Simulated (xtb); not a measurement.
xtb input (GFN2-xTB):

```bash
xtb mol.xyz --gfn 2 --ohess tight --chrg 1 --uhf 0
```
mol.xyz:
```
12

C     -1.86263108     0.03193973    -0.13919453
C     -0.41261290    -0.24711005    -0.50614383
O     -0.09688377    -0.93131561    -1.43877908
O      0.43968371     0.32534991     0.37349596
C      1.77518725     0.14107292     0.08871055
H     -2.52696466    -0.49031566    -0.80411785
H     -2.00112249     1.12965893    -0.14933511
H     -2.03818249    -0.33861469     0.89205247
H      2.07927649     0.48832452    -0.89280971
H      2.43708152     0.66169692     0.87997685
H      2.01127606    -0.95894036     0.22510837
H      0.17997471     0.24956993     1.39571234
```

End of the output:

```
       3    135.14    -0.85617 ( 98.16%)    -0.76171 (  1.84%)    -0.85443
       4    215.88    -0.59431 ( 99.71%)    -0.62304 (  0.29%)    -0.59440
   ------------------------------------------------------------------------

   temp. (K)  partition function   enthalpy   heat capacity  entropy
                                   cal/mol     cal/K/mol   cal/K/mol   J/K/mol
 298.15  VIB   101.                 2748.903     16.504     17.487
         ROT  0.877E+05              888.752      2.981     25.600
         INT  0.883E+07             3637.656     19.485     43.086
         TR   0.630E+27             1481.254      4.968     38.846
         TOT                        5118.9096    24.4529    81.9326   342.8058

       T/K    H(0)-H(T)+PV         H(T)/Eh          T*S/Eh         G(T)/Eh
   ------------------------------------------------------------------------
    298.15    0.815750E-02    0.103919E+00    0.389288E-01    0.649899E-01
   ------------------------------------------------------------------------

         :::::::::::::::::::::::::::::::::::::::::::::::::::::
         ::                  THERMODYNAMIC                  ::
         :::::::::::::::::::::::::::::::::::::::::::::::::::::
         :: total free energy         -17.571463677208 Eh   ::
         ::.................................................::
         :: total energy              -17.636453553738 Eh   ::
         :: zero point energy           0.095761174513 Eh   ::
         :: G(RRHO) w/o ZPVE           -0.030771297983 Eh   ::
         :: G(RRHO) contrib.            0.064989876530 Eh   ::
         :::::::::::::::::::::::::::::::::::::::::::::::::::::

optimized geometry written to: xtbopt.xyz

           -------------------------------------------------
          | TOTAL ENERGY              -17.636453553738 Eh   |
          | TOTAL ENTHALPY            -17.532534877474 Eh   |
          | TOTAL FREE ENERGY         -17.571463677208 Eh   |
          | GRADIENT NORM               0.000170800417 Eh/α |
          | HOMO-LUMO GAP               4.840126653838 eV   |
           -------------------------------------------------

------------------------------------------------------------------------
------------------------------------------------------------------------
 total:
 SCF:
Note: The following floating-point exceptions are signalling: IEEE_UNDERFLOW_FLAG IEEE_DENORMAL
normal termination of xtb
 ANC optimizer:
 analytical hessian:
```

It need not be the lowest isomer of its formula.
